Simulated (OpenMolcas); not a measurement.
**Ba+: from CASSCF to CASPT2**

- Program: OpenMolcas
- Basis: ANO-RCC-VDZ [7s6p2d]
- Scalar Hamiltonian: X2C, point nucleus
- Active space: 1 electron in 8 orbitals (6s 6p 7s 7p)
- State averaging: 2S+1 = 2 even, 1 root; 2S+1 = 2 odd, 3 roots
- Spin-orbit coupling: RASSI with atomic mean-field integrals over the reference wave functions, term energies averaged over their components

Methods on the same reference wave functions:
A. CASSCF
B. SS-CASPT2, IPEA 0.25 Eh, imaginary shift 0.1 Eh (closed shells correlated: 5s 5p)

Energies in cm-1 above 6s 2S 1/2, the measured ground level; measured values from NIST Handbook of Basic Atomic Spectroscopic Data.

```
     Level      A      B  Measured
 6s 2S 1/2    0.0    0.0       0.0
6p 2P* 1/2  19461  19502     20262
6p 2P* 3/2  20639  20681     21952
```

Deviations, from unrounded energies. A percentage is the sum of absolute deviations over the sum of measured energies, with the sign that they share, or ± where signs differ.

```csv
Against measurement,Levels,A,B
mean absolute deviation (cm-1),2,1100,1000
other configurations (%),2,-5.0,-4.8
```

A, B lie about equally close to measurement. The largest miss of B in the table is 6p 2P* 3/2, by -1300 cm-1. The ranking rests on the paired levels alone, and a cruder setting can come out closer through cancelling errors.

The lowest spin-free term lies below A's lowest term by 0.007 hartree in B.

With one active electron outside closed inactive shells, the extra shells (7p 7s) add no correlation to the reference. ANO sets are built for ground and valence states and can reach diffuse excited orbitals poorly. With one active electron the reference holds no correlation, so core polarisation is missing (holds for A). With one active electron, CASPT2 adds the correlation within the correlated inactive shells and between them and that electron, and leaves the splitting within a term as the reference gives it (holds for B). Measured partners are found by configuration, term and J. A level has none where our copy of the source lacks it or the pairing is in doubt (some pairs that miss far off the trend of their configuration count as doubtful), and it then counts in no deviation. Levels of configurations outside the active space are missing.

* marks odd parity.
